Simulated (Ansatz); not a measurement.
Basis-set series for C3H9InOS, SMILES `C[CH](C)[In]([OH])[SH]`. The species carries charge 0 and has multiplicity 1. In takes the def2 core potential. All single points use the PBE0-D4/def2-TZVP geometry. It is one conformer, not always the lowest.

```xyz
15

C    -1.015   -1.235    0.577
C    -0.597   -0.099   -0.343
C    -1.252    1.221    0.040
In    1.565    0.096   -0.418
O     2.549    1.487   -1.448
S     3.161   -1.266    0.719
H    -0.587   -2.194    0.276
H    -0.714   -1.050    1.613
H    -2.106   -1.348    0.577
H    -0.879   -0.348   -1.371
H    -0.986    2.035   -0.639
H    -2.345    1.123    0.022
H    -0.979    1.533    1.053
H     1.974    2.078   -1.939
H     2.211   -2.033    1.280
```

```csv
functional,basis,functions,energy (Eh),HOMO (eV),LUMO (eV)
PBE0-D4,def2-SVP,145,-782.69597,-7.08,-0.72
PBE0-D4,def2-QZVPP,650,-783.09777,-7.28,-1.10
ωB97M-V,def2-SVP,145,-782.87307,-9.25,0.90
ωB97M-V,def2-QZVPP,650,-783.28428,-9.36,0.38
```

Task: Give the rows for def2-TZVPP. (Best estimate.)

Result: The calculation gave: 
```tsv
functional	basis	functions	energy (Eh)	HOMO (eV)	LUMO (eV)
PBE0-D4	def2-TZVPP	342	-783.07235	-7.26	-0.98
ωB97M-V	def2-TZVPP	342	-783.25960	-9.34	0.56
```

Positive LUMOs are unbound and depend on the basis.

Results of the Gaussian-basis code of Ansatz.
